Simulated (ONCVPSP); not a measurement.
## S (Z = 16), ONCV: configuration errors across variants

| Quantity | Value |
| --- | --- |
| Element | sulfur (S) |
| Generator | ONCVPSP 4.0.1 |
| Type | optimised norm-conserving Vanderbilt (ONCV) |
| Functional | PBE |
| Relativity | scalar-relativistic |
| Frozen core | [Ne] |
| Valence charge | 6 |
| Reference configuration | 3s1.5 3p4.5 |
| Partial waves | 3s: rc 1.20 bohr, ncon 3, nbas 8, qcut 5.9 1/bohr, 1 projector; 3p: rc 1.25 bohr, ncon 4, nbas 8, qcut 6.7 1/bohr, 2 projectors, debl 2.3 Ha; d scattering state at 0.04 Ha: rc 0.95 bohr, ncon 5, nbas 8, qcut 10 1/bohr, 3 projectors, debl 3.6 Ha |
| Local potential | polynomial inside 0.75 bohr (lpopt 5, dvloc0 3 Ha) |
| Core correction | none |

All-electron excitation energies from the reference (eV): (1) 3s2 3p4 -5.140; (2) 3s2 3p3 6.629; (3) 3s2 3p2 28.913; (4) 3s2 3p3.5 -0.480.

A true bound ghost makes a file unfit for plane-wave use even where its test errors are small: the radial tests pick states by their node count and pass the ghost by.

Errors AE − PS in meV (a dash: test not solved or not reliable):

| change | (1) | (2) | (3) | (4) | bound ghosts | GHOST(+) flags above zero |
| --- | --- | --- | --- | --- | --- | --- |
| base | +1.7 | +1.9 | +22 | +0.9 | none | s, d |
| local potential polynomial inside 0.75 bohr (lpopt 5, dvloc0 -2.5 Ha) | +1.3 | +0.2 | +1.3 | +0.9 | s | d |
| local potential polynomial inside 0.75 bohr (lpopt 5, dvloc0 2 Ha) | +2.2 | +3.8 | – | +0.9 | s | d |
| local potential polynomial inside 0.75 bohr (lpopt 5, dvloc0 4 Ha) | +1.6 | +1.4 | +16 | +0.9 | none | s, d |
| local potential polynomial inside 0.75 bohr (lpopt 5, dvloc0 5 Ha) | +1.6 | +1.2 | +13 | +0.9 | none | s, d |
| local potential polynomial inside 0.75 bohr (lpopt 5, dvloc0 7.5 Ha) | +1.5 | +1.0 | +10 | +0.9 | none | s, d |
| local potential polynomial inside 0.75 bohr (lpopt 5, dvloc0 9 Ha) | +1.5 | +0.9 | +9.3 | +0.9 | none | s, d |

(1) Give the same row for: local potential polynomial inside 0.75 bohr (lpopt 5, dvloc0 0 Ha).

Results:

(1) +1.1, -0.6, -7.0, +0.9; bound ghosts: s; GHOST(+) flags above zero: d.
